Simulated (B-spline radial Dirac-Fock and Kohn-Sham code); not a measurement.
**S⁺ 3s: cross section and angular parameters**

System: S⁺, [Ne] 3s2 3p3; threshold 31.38 eV (orbital energy of the model). Calculated with a B-spline atomic structure program, using Dirac-Hartree-Slater photoionisation with a Latter tail; cross sections with all multipoles, angular parameters from the dipole term and its interference with E2.

For linearly polarised light dσ/dΩ = σ/(4π) [1 + β P₂(cos θ) + (δ + γ cos²θ) sin θ cos φ], with θ from the polarisation vector and φ the angle between the beam and the projection of the electron momentum on the plane normal to the polarisation.

| hν (eV) | σ (kb) | β | γ |
| --- | --- | --- | --- |
| 73.9 | 358 | 2.000 | 0.154 |
| 78.6 | 337 | 2.000 | 0.151 |
| 102 | 253 | 2.000 | 0.127 |
| 118 | 208 | 2.000 | 0.103 |
| 131 | 179 | 2.000 | 0.084 |
| 149 | 147 | 2.000 | 0.060 |
| 150 | 146 | 2.000 | 0.059 |
| 194 | 96.7 | 2.000 | 0.014 |
| 200 | 92.1 | 2.000 | 0.010 |
| 210 | 85.0 | 2.000 | 0.003 |
| 280 | 52.5 | 2.000 | -0.028 |
| 386 | 30.1 | 2.000 | -0.035 |
| 400 | ? | ? | ? |
| 404 | 27.8 | 2.000 | -0.034 |
| 634 | 12.1 | 2.000 | 0.021 |
| 800 | 7.70 | 2.000 | 0.079 |
| 1710 | 1.55 | 2.000 | 0.415 |
| 1770 | 1.43 | 2.000 | 0.435 |
| 1810 | 1.36 | 2.000 | 0.448 |
| 1990 | 1.09 | 2.000 | 0.506 |
| 2000 | 1.08 | 2.000 | 0.509 |
| 2984.4 | 0.420 | 2.000 | 0.788 |
| 3880 | 0.219 | 2.000 | 1.005 |
| 4000 | 0.203 | 2.000 | 1.032 |
| 5360 | 0.0955 | 2.000 | 1.310 |
| 6170 | 0.0658 | 2.000 | 1.456 |
| 12000 | 0.0105 | 1.999 | 2.279 |
| 12100 | 0.0103 | 1.999 | 2.290 |
| 13100 | 0.00819 | 1.999 | 2.405 |
| 13800 | 0.00705 | 1.999 | 2.483 |

Q: Give the values at 400 eV.

A: σ = 28.3 kb, β = 2.000, γ = -0.034. For an s subshell δ is negligible.
